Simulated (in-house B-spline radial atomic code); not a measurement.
A radial electron density 4πr²n(r) was computed for an atom or ion in its tabulated ground configuration with an all-electron radial atomic-structure program (B-spline basis); method: Dirac-Kohn-Sham PW91, spherical fractional occupations. Columns: r (bohr), 4πr²n(r) (electrons per bohr), bar.

```
 0.00111     1.63 #
 0.00135    2.299 #
 0.00165    3.253 ##
   0.002     4.51 ###
 0.00244    6.275 ####
 0.00296    8.572 #####
 0.00361    11.68 #######
 0.00439    15.63 #########
 0.00534     20.6 ############
  0.0065    26.64 ###############
  0.0079    33.58 ###################
 0.00962    41.23 #######################
  0.0117    48.85 ############################
  0.0142    55.54 ################################
  0.0173    60.38 ##################################
  0.0211     62.3 ###################################
  0.0256    61.05 ###################################
  0.0312    57.54 #################################
   0.038    54.17 ###############################
  0.0462    54.02 ###############################
  0.0562    59.04 ##################################
  0.0684    68.13 #######################################
  0.0832    76.28 ###########################################
   0.101    77.47 ############################################
   0.123    69.61 ########################################
    0.15    58.11 #################################
   0.182    52.83 ##############################
   0.222    57.18 ################################
    0.27    63.06 ####################################
   0.329    58.54 #################################
     0.4     42.3 ########################
   0.487    25.28 ##############
   0.592    18.05 ##########
    0.72    19.15 ###########
   0.877    20.19 ###########
    1.07     16.6 #########
     1.3    10.62 ######
    1.58    5.446 ###
    1.92    2.276 #
    2.34   0.7504 
    2.84    0.196 
    3.46   0.0352 
    4.21 0.003795
```

Which atom or ion is it?
A. Sb4+
B. Cd3+
C. Ag3+
D. Cd4+

B. The area under the curve, ∫4πr²n dr = ∫r·4πr²n d(ln r) on this logarithmic grid, is 45 electrons, which only this option has. The configuration is [Kr] 4d9.
